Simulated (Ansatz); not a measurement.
Basis-set extrapolation for C$_{7}$H$_{17}$AlO$_{3}$ (`C[O][Al]([O]C(C)C)[O]C(C)C`) (PBE0-D4/def2-TZVP geometry, frozen core, Ansatz). Multiplicity 1, RHF reference.

```tsv
	def2-TZVPP	def2-QZVPP
HF	-741.859010	-741.890479
MP2 correlation	-2.002604	-2.142737
CCSD(T) correlation	-2.166991	not run
```

Energies in hartree. Use E(X) = E(∞) + A·exp(−7.88·√X) for Hartree–Fock and E(X) = E(∞) + B·X^(−2.97) for correlation, with X = 3 and 4, and add CCSD(T) minus MP2 of the smaller set to the MP2 limit.

Q: What is the CCSD(T) energy at the basis-set limit?

A: HF limit: -741.890479 + (-0.031469) × 0.13774 = -741.89481. MP2 limit: -2.142737 + (-0.140133) × 0.74074 = -2.24654. Higher-order term: -2.166991 − (-2.002604) = -0.16439. Total: -744.30574 hartree, 734.5 kJ/mol below CCSD(T)/def2-TZVPP.
